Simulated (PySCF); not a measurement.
H7NOSi2, SMILES N[SiH2]O[SiH3]. Geometry optimised at PBE-D3(BJ)/def2-SVP. One conformer was computed; it need not be the lowest.

Problem. Give the equilibrium geometry at PBE-D3(BJ)/def2-SVP (PySCF confirms it by a frequency run) as bond lengths and angles. (The exact figures need the calculation; the answer reports its results.)

Solution. One answer among several that fit: 
Atoms: Si1 O2 Si3 N4 H5 H6 H7 H8 H9 H10 H11. Bonded distances (Å): Si1–O2 1.674, Si1–H5 1.508, Si1–H6 1.500, Si1–H7 1.508, O2–Si3 1.688, Si3–N4 1.732, Si3–H8 1.499, Si3–H9 1.499, N4–H10 1.022, N4–H11 1.022. Angles (°): O2–Si1–H5 111.5, O2–Si1–H6 107.8, O2–Si1–H7 111.5, H5–Si1–H6 109.0, H5–Si1–H7 108.1, H6–Si1–H7 109.0, Si1–O2–Si3 133.4, O2–Si3–N4 114.6, O2–Si3–H8 107.2, O2–Si3–H9 107.1, N4–Si3–H8 107.7, N4–Si3–H9 107.8, H8–Si3–H9 112.6, Si3–N4–H10 121.4, Si3–N4–H11 121.4, H10–N4–H11 111.4.
